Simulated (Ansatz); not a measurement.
Basis-set extrapolation for C$_{2}$H$_{6}$S$_{2}$Si, SMILES `C[SiH2]C(=S)S` (PBE0-D4/def2-TZVP geometry, frozen core, Ansatz). Multiplicity 1, RHF reference.

```csv
,def2-TZVPP,def2-QZVPP
HF,-1163.277531,-1163.312473
MP2 correlation,-0.811991,-0.873367
CCSD(T) correlation,-0.914126,not run
```

Energies in hartree. Use E(X) = E(∞) + A·exp(−7.88·√X) for Hartree–Fock and E(X) = E(∞) + B·X^(−2.97) for correlation, with X = 3 and 4, and add CCSD(T) minus MP2 of the smaller set to the MP2 limit.

Task: What is the CCSD(T) energy at the basis-set limit?

Result: HF limit: -1163.312473 + (-0.034942) × 0.13774 = -1163.31729. MP2 limit: -0.873367 + (-0.061376) × 0.74074 = -0.91883. Higher-order term: -0.914126 − (-0.811991) = -0.10213. Total: -1164.33825 hartree, 3.99 eV below CCSD(T)/def2-TZVPP.
